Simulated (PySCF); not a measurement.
Point groups of optimised structures. Theory: PBE0-D3(BJ)/def2-SVP geometry optimisation, gas phase in PySCF. The symmetry is that of the one conformer found, every atom within 0.08 Å of its image; none is proved a minimum here.

(1) Point group, rotor type and polarity of `[CH2:1]=[CH:2]/[CH:3]=[CH:4]/[CH:5]=[CH:6]\[C:7]#[N:8]` with C1–C2–C3–C4 180°, C3–C4–C5–C6 180°?

(2) What symmetry has `[CH2:1]=[C:2]1[C:3]([CH3:4])=[C:5]1[F:6]` with H–C4–C3–C2 -59° (nearest H)?

(3) `[CH2:1]=[CH:2][C:3]1=[C:4]([CH2:5][C:6]#[N:7])[CH2:8]1` with C1–C2–C3–C4 180°, C3–C4–C5–C6 0°: symmetry, top, dipole?

(4) Point group, rotor type and polarity of `[CH2:1]=[CH:2][C:3]#[C:4][CH2:5][F:6]`?

Results:

(1) Cs; near-prolate asymmetric top; symmetry number 1; 2 operations, which sort the 15 atoms into 15 sets; dipole 4.49 D, in the ab plane, which is the mirror; A, B, C = 6325, 791.5, 703.5 MHz; heavy atoms equivalent by symmetry: none.

(2) Cs; asymmetric top; symmetry number 1; 2 operations, which sort the 11 atoms into 10 sets; dipole 2.35 D, in the ab plane, which is the mirror; heavy atoms equivalent by symmetry: none.

(3) Cs; asymmetric top; symmetry number 1; 2 operations, which sort the 15 atoms into 13 sets; dipole 3.11 D, in the ab plane, which is the mirror.

(4) Cs; near-prolate asymmetric top; symmetry number 1; 2 operations, which sort the 11 atoms into 10 sets; dipole 1.87 D, in the ab plane, which is the mirror; heavy atoms equivalent by symmetry: none.
